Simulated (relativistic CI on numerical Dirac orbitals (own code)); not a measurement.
Radial parameters of Gd⁶⁰⁺

Method of calculation: Dirac-Coulomb-Breit CI, orbitals from a KLI potential per configuration, model QED, unscaled Slater integrals (own radial code, finite nucleus).

Slater integrals F^k, G^k are unscaled and averaged over j, outside the closed core 1s2; ζ comes from projecting the Hamiltonian with its Breit term on Σ l·s of the shell.

- 2s.2p: G^1(2s,2p) = 1.299e+06, ζ(2p) = 4.1587e+06 cm⁻¹; <r>(2s) = 0.08825, <r^2>(2s) = 0.009209, <r>(2p) = 0.07703, <r^2>(2p) = 0.007202 (bohr units).
- 2p2: F^2(2p,2p) = 1.2267e+06, ζ(2p) = 4.146e+06 cm⁻¹; <r>(2p) = 0.07711, <r^2>(2p) = 0.007216 (bohr units).
- 2p.3s: ζ(2p) = 4.2013e+06, G^1(2p,3s) = 134190 cm⁻¹; <r>(2p) = 0.07682, <r^2>(2p) = 0.007164, <r>(3s) = 0.2047, <r^2>(3s) = 0.04786 (bohr units).

Averages of the first 10 configurations, taken without configuration mixing, which lowers the lowest level and can move excited configurations by several eV; other configurations of the list can lie among them:

```tsv
Configuration	Parity	States	Average energy above the lowest level (eV)
2s2	even	1	10.5
2s.2p	odd	12	675.5
2p2	even	15	1394.0
2p.3s	odd	12	8583.2
2p.3p	even	36	8788.0
2s.3s	even	4	7898.5
2s.3p	odd	12	8108.0
2s.3d	even	20	8254.6
2s.4s	even	4	10600.1
2s.4p	odd	12	10686.9
```
